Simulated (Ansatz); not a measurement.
System: sum formula H7Si2NO6 (charge 0, singlet). 
Structure (B3LYP-D3(BJ)/def2-TZVP (Ansatz, an electronic-structure program) minimum search):
SMILES: O[Si](O)(O)N[Si](O)(O)O
```xyz
16

O      2.1665     1.7767    -1.0523
Si     1.1830     0.9264    -0.0649
O      0.0879     1.8884     0.7291
O      2.1942     0.2195     1.0079
N      0.1711    -0.1658    -0.9064
Si    -1.1317    -0.9693    -0.1303
O     -1.8610    -2.0646    -1.1007
O     -2.2621     0.1033     0.3706
O     -0.4443    -1.7684     1.1377
H      1.7562     2.4367    -1.6160
H      0.4084     2.3108     1.5310
H      1.8521    -0.5997     1.3835
H      0.5602    -0.6171    -1.7216
H     -2.6167    -1.7544    -1.6062
H     -1.8901     0.9605     0.6185
H     -1.0361    -2.2136     1.7505
```

Total electronic energies in hartree. Valence correlation only, unless marked. No spin-orbit coupling. No relativistic terms. CBS(X,Y): correlation extrapolated as X^-3; Hartree-Fock from the larger set. The bracket is a focal-point correction in the basis named.

```
level                                                                 program  energy (Eh)
-------------------------------------------------------------  --------------  -----------
HF/6-31G*                                                              Ansatz  -1085.90363
revPBE/def2-TZVPD                                                      Ansatz  -1089.64702
B3LYP-D3(BJ)/def2-TZVPD                                        Ansatz + dftd3  -1090.03051
PBE0/def2-SVP                                                          Ansatz  -1088.30474
wB97X-V/def2-TZVPD                                                     Ansatz  -1089.70597
RPA@PBE/cc-pV(T+d)Z                                                    Ansatz  -1089.00791
CCSD/6-31G*                                                            Ansatz  -1087.34250
CCSD(T) with core electrons (1s frozen past Ne)/cc-pwCVTZ              Ansatz  -1089.14863
RI-MP2/CBS(cc-pV(T+d)Z,cc-pV(Q+d)Z)+[CCSD(T)-MP2]/cc-pV(T+d)Z          Ansatz   -1088.5318
```

Totals of different functionals don't rank their quality; only differences between species are comparable.
